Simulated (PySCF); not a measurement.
C₆H₆ClF.
Z-matrix (Å and degrees, GFN2-xTB geometry), rows numbered from 1:
```
F 
C   1  1.3812
C   2  1.5126  1  111.42
Cl  3  1.7114  2  120.31  1    65.37
C   3  1.3314  2  112.73  1  -115.80
C   5  1.4783  3  110.81  2    -2.30
C   6  1.5086  5  114.73  3   -62.19
C   7  1.4935  6   60.44  5    94.32
H   2  1.0972  1  105.58  3   122.47
H   5  1.0744  3  125.95  2   178.99
H   6  1.0784  5  119.31  3   145.70
H   7  1.0795  6  117.67  8   107.66
H   7  1.0795  6  118.13  8  -108.51
H   8  1.0782  2  116.60  1   -25.51
```

The closed-shell SCF was solved with PySCF and density fitting under several settings on one GFN2-xTB geometry (grid level 2 and gas phase unless stated).

```csv
settings,basis functions,SCF cycles,E (Eh),HOMO (eV),LUMO (eV),dipole (D)
PBE0/pcSseg-1,173,14,-791.6626,-7.13,-0.48,3.06
PBE0/def2-SVPD,218,14,-791.3618,-7.15,-0.60,3.17
```

Q: Estimate the rows for these settings: (1) revPBE/cc-pVDZ, IEF-PCM dichloromethane, grid level 4; (2) BHandHLYP/STO-3G, damping 0.1 at the start, DIIS from the seventh cycle.

A: 
| settings | basis functions | SCF cycles | E (Eh) | HOMO (eV) | LUMO (eV) | dipole (D) |
| --- | --- | --- | --- | --- | --- | --- |
| revPBE/cc-pVDZ, IEF-PCM dichloromethane, grid level 4 | 146 | 15 | -792.0801 | -5.66 | -1.04 | 3.34 |
| BHandHLYP/STO-3G, damping 0.1 at the start, DIIS from the seventh cycle | 50 | 12 | -782.8148 | -6.50 | 3.74 | 2.69 |

Q: Over all rows, what range does the HOMO–LUMO gap span?

A: From 4.62 eV (revPBE/cc-pVDZ, IEF-PCM dichloromethane, grid level 4) to 10.24 eV (BHandHLYP/STO-3G, damping 0.1 at the start, DIIS from the seventh cycle). The functional of the narrowest has no exact exchange, that of the widest 50 % exact exchange.

Q: Compare two rows with the functional PBE0: PBE0/pcSseg-1 and PBE0/def2-SVPD. Which energy is lower, and by how much?

A: PBE0/pcSseg-1 (173 functions) lies 0.3008 Eh or 189 kcal/mol below PBE0/def2-SVPD (218 functions). The smaller set gives the lower energy; the two sets aren't nested, so the variational bound doesn't order them by size.

Whole jobs, the steps after the SCF included, on one thread of an Arm Neoverse V1, shared host:

```csv
settings,work after the SCF,wall time,peak memory
PBE0/pcSseg-1,"shieldings, ring-centre shieldings, charges and field gradients",23 s,0.73 GiB
PBE0/def2-SVPD,"6 singlets by full TDDFT, 2 Tamm–Dancoff triplets, polarisability",35 s,0.89 GiB
"revPBE/cc-pVDZ, IEF-PCM dichloromethane, grid level 4","spin–spin couplings from 13 perturbed nuclei, spin–dipole term for 1 of them",29 s,0.61 GiB
"BHandHLYP/STO-3G, damping 0.1 at the start, DIIS from the seventh cycle","shieldings, ring-centre shieldings",5.0 s,0.42 GiB
```

Cycle counts include a coarse-grid stage where the run had one. The species at its GFN2-xTB geometry.
